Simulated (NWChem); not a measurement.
Molecule: CH₅GeN, singlet; SMILES [NH2][Ge][CH3]

```xyz
8

Ge    -0.3886    -0.1103     0.3957
C      0.6360     1.5814     0.0838
H      0.0883     2.2096    -0.6393
H      1.6626     1.4312    -0.2867
H      0.6808     2.1575     1.0238
N      0.9287    -1.2536    -0.1103
H      1.8554    -0.9881    -0.4324
H      0.8034    -2.2604    -0.0975
```
Atoms are numbered in this order, from 1.

Level: PBE0/def2-SVP (NWChem), optimised geometry, unscaled harmonic frequencies. Low-valent species are run as closed-shell singlets; no triplet was tried in these runs.

Q: List the harmonic frequencies with IR intensities, and the thermochemistry.

A: 
| frequency (cm⁻¹) | IR intensity (km/mol) |
|---|---|
| 25 | 0.6 |
| 240 | 1.6 |
| 480 | 157.4 |
| 501 | 50.7 |
| 544 | 39.5 |
| 684 | 0.1 |
| 710 | 56.1 |
| 714 | 0.7 |
| 804 | 58.4 |
| 1223 | 15.0 |
| 1414 | 13.1 |
| 1426 | 7.5 |
| 1530 | 31.1 |
| 3036 | 8.0 |
| 3137 | 5.3 |
| 3155 | 11.5 |
| 3575 | 13.3 |
| 3696 | 31.2 |

```yaml
zero_point_energy: 38.4 kcal/mol
thermal correction to the enthalpy at 298.15 K (with zero-point energy): 42.4 kcal/mol
heat capacity Cv: 17.0 cal/(mol K)
entropy at 298.15 K and 1 atm (symmetry number 1): 75.1 cal/(mol K)
dipole_moment: 1.69 D
```

Rigid rotor and harmonic oscillator; modes under 100 cm⁻¹ make the entropy uncertain.
